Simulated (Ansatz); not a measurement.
The same path of H10OSi4 + H3P (19 atoms, charge 0, multiplicity 1) was run twice with different band settings. Lost on the way: Si1–O2, P16–H19. Made: Si1–P16, O2–H19.

The calculation used RKS PBE0-D4/6-31G* (Ansatz).

Relaxed end points:

```xyz
19
Properties=species:S:1:pos:R:3
Si -0.227 0.132 -0.061
O -0.192 0.052 1.625
H -1.059 0.042 2.051
Si 2.021 0.198 -0.744
H 2.347 -0.966 -1.619
H 2.296 1.443 -1.518
H 2.913 0.168 0.449
Si -1.304 2.074 -0.824
H -2.734 2.116 -0.396
H -0.629 3.301 -0.313
H -1.261 2.094 -2.315
Si -1.294 -1.719 -1.036
H -2.678 -1.888 -0.502
H -1.388 -1.492 -2.508
H -0.545 -2.986 -0.798
P 1.989 -3.131 1.853
H 0.851 -3.876 1.440
H 2.360 -2.807 0.518
H 1.249 -1.932 2.035
```

```xyz
19
Properties=species:S:1:pos:R:3
Si 0.533 -0.548 -0.351
O -1.403 -0.537 2.254
H -2.305 -0.214 2.136
Si 2.302 -0.106 -1.818
H 3.007 -1.369 -2.188
H 1.803 0.540 -3.067
H 3.296 0.810 -1.185
Si -0.522 1.484 0.137
H -2.010 1.371 0.137
H -0.078 2.041 1.447
H -0.179 2.495 -0.910
Si -0.987 -1.980 -1.396
H -2.074 -2.353 -0.446
H -1.608 -1.326 -2.586
H -0.307 -3.228 -1.850
P 1.418 -1.467 1.535
H 0.483 -2.528 1.655
H 2.388 -2.262 0.860
H -1.042 -0.002 2.974
```

Common settings: movable images 5; climbing image yes; spring 5.0 eV/Å²; optimiser quadratic models (default); force threshold 0.05 eV/Å; end points relaxed.

| run | start path | iteration limit |
| --- | --- | --- |
| 1 | through a guess of the saddle point | 38 |
| 2 | straight line | 23 |

Q: What does each run give, and how far can it be trusted?

A: Run 1: converged after 32 iterations, highest image 1.810 eV above the first end. A structure lower than the first end lies on the path between it and the top, so the climb from that side starts below the end, which may itself be a saddle point or a shallow side well. Neighbouring images differ by up to 1.8 eV, so the band resolves the path poorly. A vibrational analysis at the climbing image gives one clearly imaginary mode, 280i cm⁻¹: a first-order saddle point.
Run 2: converged after 23 iterations, highest image 1.809 eV above the first end. A structure lower than the first end lies on the path between it and the top, so the climb from that side starts below the end, which may itself be a saddle point or a shallow side well. Neighbouring images differ by up to 1.8 eV, so the band resolves the path poorly. Another band between the same ends (5 images) ends at a top of the same energy, where a vibrational analysis finds 1 clearly imaginary mode.
The orbitals stay closed-shell, which can raise the energy where a bond breaks towards radicals; this wasn't checked here.
